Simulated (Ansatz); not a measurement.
Frontier orbitals of C6H15FO3Zr, SMILES `CC[O][Zr]([F])([O]CC)[O]CC`.

```json
{"atom": "C1", "x (Å)": "-0.491", "y (Å)": "-1.534", "z (Å)": "2.833"}
{"atom": "C2", "x (Å)": "-1.826", "y (Å)": "-0.944", "z (Å)": "2.432"}
{"atom": "O3", "x (Å)": "-1.672", "y (Å)": "0.120", "z (Å)": "1.546"}
{"atom": "Zr4", "x (Å)": "-1.010", "y (Å)": "1.409", "z (Å)": "0.287"}
{"atom": "F5", "x (Å)": "-1.881", "y (Å)": "3.110", "z (Å)": "0.575"}
{"atom": "O6", "x (Å)": "-1.352", "y (Å)": "0.798", "z (Å)": "-1.499"}
{"atom": "C7", "x (Å)": "-1.463", "y (Å)": "0.130", "z (Å)": "-2.717"}
{"atom": "C8", "x (Å)": "-0.510", "y (Å)": "-1.044", "z (Å)": "-2.797"}
{"atom": "O9", "x (Å)": "0.881", "y (Å)": "1.602", "z (Å)": "0.543"}
{"atom": "C10", "x (Å)": "2.270", "y (Å)": "1.502", "z (Å)": "0.582"}
{"atom": "C11", "x (Å)": "2.802", "y (Å)": "0.670", "z (Å)": "-0.564"}
{"atom": "H12", "x (Å)": "-0.630", "y (Å)": "-2.361", "z (Å)": "3.533"}
{"atom": "H13", "x (Å)": "0.042", "y (Å)": "-1.912", "z (Å)": "1.957"}
{"atom": "H14", "x (Å)": "0.134", "y (Å)": "-0.777", "z (Å)": "3.314"}
{"atom": "H15", "x (Å)": "-2.452", "y (Å)": "-1.714", "z (Å)": "1.962"}
{"atom": "H16", "x (Å)": "-2.364", "y (Å)": "-0.592", "z (Å)": "3.321"}
{"atom": "H17", "x (Å)": "-2.496", "y (Å)": "-0.215", "z (Å)": "-2.843"}
{"atom": "H18", "x (Å)": "-1.258", "y (Å)": "0.837", "z (Å)": "-3.531"}
{"atom": "H19", "x (Å)": "-0.610", "y (Å)": "-1.554", "z (Å)": "-3.759"}
{"atom": "H20", "x (Å)": "-0.722", "y (Å)": "-1.765", "z (Å)": "-2.004"}
{"atom": "H21", "x (Å)": "0.524", "y (Å)": "-0.708", "z (Å)": "-2.692"}
{"atom": "H22", "x (Å)": "2.699", "y (Å)": "2.511", "z (Å)": "0.546"}
{"atom": "H23", "x (Å)": "2.570", "y (Å)": "1.059", "z (Å)": "1.540"}
{"atom": "H24", "x (Å)": "2.400", "y (Å)": "-0.346", "z (Å)": "-0.521"}
{"atom": "H25", "x (Å)": "2.521", "y (Å)": "1.112", "z (Å)": "-1.522"}
{"atom": "H26", "x (Å)": "3.893", "y (Å)": "0.608", "z (Å)": "-0.519"}
```

The species carries charge 0 and has multiplicity 1. Correlated methods include outer-core shells of Zr, which these sets cover unevenly. Zr: def2 effective core potential. Geometry: relaxed with PBE0-D4/def2-TZVP. It is one conformer, not always the lowest. Basis def2-TZVPP, Ansatz 0.2.0.

```tsv
functional	HOMO (eV)	LUMO (eV)	gap (eV)
PBE	-6.26	-0.58	5.68
revPBE	-6.19	-0.47	5.72
r2SCAN	-6.57	-0.08	6.49
B97M-V	-6.70	-0.58	6.12
PBE0	-7.76	0.10	7.86
r2SCAN0	-7.99	0.42	8.41
BHLYP	-9.23	0.60	9.83
LC-ωPBE	-10.48	1.81	12.29
ωB97X-V	-10.17	1.61	11.78
ωB97M-V	-10.11	1.07	11.18
```

From PBE to PBE0 the HOMO moves by −1.50 eV and the LUMO by +0.68 eV, and with ωB97M-V by −3.85 and +1.65 eV, so the gap grows from 5.68 to 11.18 eV with exact exchange. A positive LUMO is unbound and depends on the basis.

LC-ωPBE has ω = 0.4 bohr⁻¹.
